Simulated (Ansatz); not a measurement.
Total energies of `[O][SnH]([F])[F]` radical.

Z-matrix (Å, degrees):
```
Sn
O 1 1.968
F 1 1.897 2 107.0
F 1 1.897 2 107.0 3 109.6
H 1 1.686 2 114.0 3 -125.2
```

The species carries charge 0 and has multiplicity 2. Correlated methods include outer-core shells of Sn, which these sets cover unevenly. Sn takes the def2 core potential. Geometry: relaxed with PBE0-D4/def2-TZVP. Basis def2-TZVPP, Ansatz.

RPA on PBE orbitals: Hartree–Fock energy of these orbitals -487.73903 Eh, correlation -1.50761 Eh (frozen core).

```csv
functional,energy without D4 (Eh),D4 term (kJ/mol)
r2SCAN,-489.88799,-1.8
r2SCAN0,-489.81760,-2.2
```

Q: Give the same for LDA (SPW92), PBE, revPBE, BLYP, B97M-V, PBE0, B3LYP, r2SCANh, HSE06 (plane-wave form), BHLYP, CAM-B3LYP, LC-ωPBE, ωB97X-V, ωB97M-V, B2PLYP, PBE-QIDH. (Best estimate.)

A: Computed: 
```json
{"functional": "LDA (SPW92)", "energy without D4 (Eh)": "-487.76136", "D4 term (kJ/mol)": "–"}
{"functional": "PBE", "energy without D4 (Eh)": "-489.65072", "D4 term (kJ/mol)": "-8.3"}
{"functional": "revPBE", "energy without D4 (Eh)": "-489.87301", "D4 term (kJ/mol)": "-22.4"}
{"functional": "BLYP", "energy without D4 (Eh)": "-489.85011", "D4 term (kJ/mol)": "-18.0"}
{"functional": "B97M-V", "energy without D4 (Eh)": "-489.83131", "D4 term (kJ/mol)": "–"}
{"functional": "PBE0", "energy without D4 (Eh)": "-489.65408", "D4 term (kJ/mol)": "-6.9"}
{"functional": "B3LYP", "energy without D4 (Eh)": "-489.99298", "D4 term (kJ/mol)": "-13.5"}
{"functional": "r2SCANh", "energy without D4 (Eh)": "-489.85913", "D4 term (kJ/mol)": "-2.0"}
{"functional": "HSE06 (plane-wave form)", "energy without D4 (Eh)": "-489.64122", "D4 term (kJ/mol)": "-6.5"}
{"functional": "BHLYP", "energy without D4 (Eh)": "-489.74577", "D4 term (kJ/mol)": "-11.1"}
{"functional": "CAM-B3LYP", "energy without D4 (Eh)": "-489.84062", "D4 term (kJ/mol)": "-7.1"}
{"functional": "LC-ωPBE", "energy without D4 (Eh)": "-489.80464", "D4 term (kJ/mol)": "–"}
{"functional": "ωB97X-V", "energy without D4 (Eh)": "-489.80830", "D4 term (kJ/mol)": "–"}
{"functional": "ωB97M-V", "energy without D4 (Eh)": "-489.80472", "D4 term (kJ/mol)": "–"}
{"functional": "B2PLYP", "energy without D4 (Eh)": "-489.56153", "D4 term (kJ/mol)": "–"}
{"functional": "PBE-QIDH", "energy without D4 (Eh)": "-489.42260", "D4 term (kJ/mol)": "–"}
```

B3LYP takes the VWN-RPA correlation (the form of Gaussian; ORCA's B3LYP/G). HSE06 is the plane-wave form, built on full-range PBE exchange. The double hybrids freeze the cores in their second-order part.

LC-ωPBE has ω = 0.4 bohr⁻¹.
